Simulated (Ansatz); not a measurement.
A nudged elastic band was laid between two geometries of AlH3O + H4OSn (11 atoms, charge 0, multiplicity 1).

The calculation used RKS BLYP/def2-SVP in Ansatz 0.2.0.

| Quantity | Value |
| --- | --- |
| movable images | 7 |
| climbing image | yes |
| spring | 5.0 eV/Å² |
| optimiser | quadratic models (default) |
| start path | through a guess of the saddle point |
| force threshold | 0.03 eV/Å |
| iteration limit | 60 |
| end points | relaxed |

Image 0:

```xyz
11
Properties=species:S:1:pos:R:3
Sn -0.016 0.646 -0.156
O -0.327 -0.144 1.720
H -1.236 0.039 2.033
H 1.680 0.459 -0.372
H -0.485 2.317 -0.030
H -1.003 -0.186 -1.308
O 0.431 -2.544 0.776
Al 0.886 -4.133 1.236
H 1.420 -5.060 0.059
H 0.752 -4.635 2.747
H 0.100 -1.807 1.357
```

Image 8:

```xyz
11
Properties=species:S:1:pos:R:3
Sn 0.203 -0.336 -0.420
O 0.066 0.197 2.547
H -0.889 0.214 2.758
H 1.564 0.681 -0.125
H -1.356 0.389 -0.236
H 0.315 -1.084 -1.993
O 0.290 -1.935 0.864
Al 0.536 -3.641 0.794
H 0.821 -4.360 -0.602
H 0.442 -4.420 2.178
H 0.211 -0.752 2.299
```

(1) Which bonds break or form, and what moves?

(2) Give the energies along the band, and the barrier.

(3) What is the geometry of the highest image?

(4) What are the harmonic wavenumbers there?

The band took 37 iterations and roughly 19 core-minutes.

Answers

(1) Bonds broken: Sn1–O2, O7–H11. Bonds formed: Sn1–O7, O2–H11. AlH3O + H4OSn becomes AlH5OSn + H2O.

(2) The run converged. The highest image is number 4 of 0 to 8, 0.49 eV above the first end and 0.54 eV above the last; the last end lies 0.05 eV below the first. A vibrational analysis at the climbing image gives one clearly imaginary mode, 664i cm⁻¹: a first-order saddle point. The orbitals stay closed-shell, which can raise the energy where a bond breaks towards radicals; this wasn't checked here.

```tsv
image	path coordinate (Å)	energy (eV)	Sn1–O2 (Å)	O7–H11 (Å)	Sn1–O7 (Å)
0	0.00	0.00	2.06	0.99	3.35
1	0.80	0.00	2.06	0.99	3.27
2	1.59	0.03	2.06	0.99	3.03
3	2.39	0.14	2.09	1.01	2.69
4	3.19	0.49	2.26	1.23	2.32
5	3.75	0.24	2.53	1.59	2.13
6	4.32	0.04	2.84	1.76	2.07
7	4.88	-0.03	3.00	1.85	2.05
8	5.44	-0.05	3.02	1.86	2.05
```

(3) 
```xyz
11
Properties=species:S:1:pos:R:3:forces:R:3
Sn 0.200 -0.059 -0.154 0.00 0.00 0.00
O -0.087 0.010 2.084 0.00 0.00 0.00
H -1.004 0.246 2.332 0.00 0.00 0.00
H 1.894 0.257 -0.242 0.00 0.00 0.00
H -0.744 1.422 -0.232 0.00 0.00 0.00
H -0.446 -1.024 -1.458 0.00 0.00 0.00
O 0.291 -2.038 1.048 0.00 0.00 0.00
Al 0.599 -3.733 0.957 0.00 0.00 0.00
H 0.958 -4.367 -0.458 0.00 0.00 0.00
H 0.496 -4.589 2.297 0.00 0.00 0.00
H 0.045 -1.174 1.890 0.00 0.00 0.00
```

(4) 664i, 69, 87, 100, 121, 286, 401, 468, 505, 529, 561, 594, 601, 664, 678, 740, 786, 813, 919, 1342, 1673, 1740, 1779, 1864, 1884, 1893, 3664 cm⁻¹.

Time of the run: 10 min on 2 threads of Arm Neoverse V1, with other jobs on the host, peak memory 0.15 GiB.
